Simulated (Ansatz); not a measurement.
Stepwise reaction of `N[Si](N)(F)Cl` with hydrogen, as a gas-phase model of exchange steps in deposition or etching. ΔE in kJ/mol; ΔG adds harmonic PBE0-D4 terms to CCSD(T)/CBS, at 1 bar.

Calculated with Ansatz (gas phase, PBE0-D4/def2-TZVP geometries, no zero-point term in ΔE). CCSD(T)/CBS is the MP2 limit (def2-TZVPP, def2-QZVPP) plus CCSD(T) − MP2 in def2-TZVPP, frozen cores. This one scheme is used for every species. DFT in def2-TZVPP. B3LYP here is the variant with VWN-RPA as its local correlation; programs differ in this. Each species was taken in one conformer, which may not be the lowest.

```
step                                    reaction  PBE-D4  B3LYP-D4  ωB97M-V  CCSD(T)/CBS  ΔG(500 K)
   1  `N[Si](N)(F)Cl` + H₂ → `N[SiH](F)Cl` + NH₃    54.3      57.9     58.7         57.3       52.8
   2      `N[SiH](F)Cl` + H₂ → `F[SiH2]Cl` + NH₃    52.7      55.2     57.1         54.7       56.8
```

Problem. By hand: ΔE of the 2 steps together at CCSD(T)/CBS.

Solution. (57.3) + (54.7) = 112.0 kJ/mol, or 56.0 kJ/mol a step.

In ΔE the steps differ by no more than 2.6 kJ/mol. All are uphill at CCSD(T)/CBS. ΔG lies between 52.8 and 56.8 kJ/mol a step. PBE-D4 differs from CCSD(T)/CBS by -3.0 to -2.0 kJ/mol a step. Isolated molecules leave out the surface, adducts and barriers. Largest T1 diagnostic: 0.010.
